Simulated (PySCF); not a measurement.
First SCF of a structure search on singlet Ir₂F⁺, at a hand-made linear geometry. PySCF input:

```python
from pyscf import gto, scf, dft
mol = gto.M(atom='''
F      0.000000     0.000000     0.000000
Ir     0.000000     0.000000     1.822800
Ir     0.000000     0.000000    -1.822800''',
    basis={'F': 'def2-TZVP', 'Ir': 'def2-TZVP'},
    ecp={'Ir': 'def2-TZVP'},
    charge=1, spin=0)
mf = dft.RKS(mol, xc='PBE0')
mf.grids.atom_grid = (50, 194)
aux = {'F': 'def2-universal-JKFIT', 'Ir': 'def2-universal-JKFIT'}
mf = mf.density_fit(auxbasis=aux)
mf.conv_tol = 1e-08
mf.diis_space = 10
mf.max_cycle = 60
mf.init_guess = 'minao'
mf.verbose = 4
mf.kernel()
```

Excerpt of the output (cycles and frontier levels):

```
init E= -275.769475447064
cycle= 1 E= -307.695234275417  delta_E= -31.9  |g|= 0.955  |ddm|= 11.5
  HOMO = -0.273857660337913  LUMO = -0.263464894308148  gap/eV = 0.28280
cycle= 2 E= -307.52390560064  delta_E= 0.171  |g|= 1.35  |ddm|= 1.91
  HOMO = -0.412386908283718  LUMO = -0.370759742464704  gap/eV = 1.13273
cycle= 3 E= -307.871180566101  delta_E= -0.347  |g|= 0.125  |ddm|= 1.16
  HOMO = -0.416838503028305  LUMO = -0.364714213578119  gap/eV = 1.41837
cycle= 4 E= -307.871509244657  delta_E= -0.000329  |g|= 0.123  |ddm|= 0.116
  HOMO = -0.411353927858495  LUMO = -0.359051192900905  gap/eV = 1.42323
cycle= 5 E= -307.873922479915  delta_E= -0.00241  |g|= 0.0159  |ddm|= 0.0719
  HOMO = -0.41254560324861  LUMO = -0.359992279733976  gap/eV = 1.43005
cycle= 6 E= -307.874002873288  delta_E= -8.04e-05  |g|= 0.00569  |ddm|= 0.0232
  HOMO = -0.413013615841546  LUMO = -0.360105974151149  gap/eV = 1.43969
cycle= 7 E= -307.874027392139  delta_E= -2.45e-05  |g|= 0.0019  |ddm|= 0.0193
  HOMO = -0.413313121633043  LUMO = -0.360106852079121  gap/eV = 1.44782
cycle= 8 E= -307.874034023063  delta_E= -6.63e-06  |g|= 0.000278  |ddm|= 0.0154
  HOMO = -0.413269876730551  LUMO = -0.36006385862196  gap/eV = 1.44781
cycle= 9 E= -307.874034240618  delta_E= -2.18e-07  |g|= 0.000491  |ddm|= 0.00259
  HOMO = -0.413270096063839  LUMO = -0.360063785362583  gap/eV = 1.44782
cycle= 10 E= -307.874034237325  delta_E= 3.29e-09  |g|= 0.000537  |ddm|= 0.000628
  HOMO = -0.413274812259082  LUMO = -0.360065157056746  gap/eV = 1.44791
cycle= 11 E= -307.874034352468  delta_E= -1.15e-07  |g|= 2.86e-05  |ddm|= 0.00159
  HOMO = -0.413268587365511  LUMO = -0.360067822423419  gap/eV = 1.44767
cycle= 12 E= -307.874034354336  delta_E= -1.87e-09  |g|= 3.02e-06  |ddm|= 0.000314
  HOMO = -0.413267966614295  LUMO = -0.360067137172369  gap/eV = 1.44767
Extra cycle  E= -307.874034354347  delta_E= -1.11e-11  |g|= 3.95e-06  |ddm|= 1.31e-05
converged SCF energy = -307.874034354347
```

This is not the lowest solution: another start and a stability analysis within the same restricted form found one 51.6 kJ/mol lower, at -307.89367 Eh.

Stability towards spin polarisation was not tested. No spin–orbit coupling is included, which matters more the heavier the element.

The search for the lowest solution, 3 starts and the stability check together, took 66 s on 2 threads of a shared Intel Xeon @ 2.70GHz host, with 111 basis functions; the process peaked at 0.48 GiB.
